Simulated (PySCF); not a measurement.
A side-by-side comparison of computed properties.

First species: C5H6F4Si.
SMILES: `F/C=C1/C[C@@H](C(F)(F)F)[SiH2]1`

Second species: C5H11NSi3.
InChI=1S/C5H11NSi3/c1-2-3-9(8,4-6)5-7/h5H2,1,7-8H3/t9-/m1/s1

Levels: PBE0/pcSseg-1 for dipole moment, HOMO energy, LUMO energy and HOMO–LUMO gap; GFN2-xTB for rotational constant A and rotational constant C. Geometries: GFN2-xTB. Each species is one conformer at its optimised geometry, gas phase, non-relativistic unless stated. Electronic properties by PySCF.

The conformers computed, where there is a choice (atom-mapped SMILES and torsion angles):
- `[F:1]/[CH:2]=[C:3]1/[CH2:4][C@@H:5]([C:6]([F:7])([F:8])[F:9])[SiH2:10]1`: C4–C5–C6–F7 -65°
- `[CH3:1][C:2]#[C:3][Si@@:4]([SiH3:5])([C:6]#[N:7])[CH2:8][SiH3:9]`: C3–Si4–C8–Si9 -170°

Values for the first species:

```
Dipole moment         : 2.18 D
HOMO energy           : -7.59 eV
LUMO energy           : -0.75 eV
HOMO–LUMO gap         : 6.84 eV
Rotational constant A : 2.485 GHz
Rotational constant C : 0.565 GHz
```

Question: Estimate the same properties for the second species, and the change in each.

Answer: 
```
             property      first     second  second less first
        dipole moment     2.18 D     4.65 D            +2.47 D
          HOMO energy   -7.59 eV   -7.90 eV           -0.31 eV
          LUMO energy   -0.75 eV   -0.84 eV           -0.09 eV
        HOMO–LUMO gap    6.84 eV    7.06 eV           +0.22 eV
rotational constant A  2.485 GHz  1.074 GHz         -1.411 GHz
rotational constant C  0.565 GHz  0.502 GHz         -0.063 GHz
```

On the first: In atomic units the dipole is 0.86 e·bohr (1 au = 2.5417 D).

On the second: The dipole equals about 15.5 × 10⁻³⁰ C·m (1 D = 3.33564 × 10⁻³⁰ C·m).
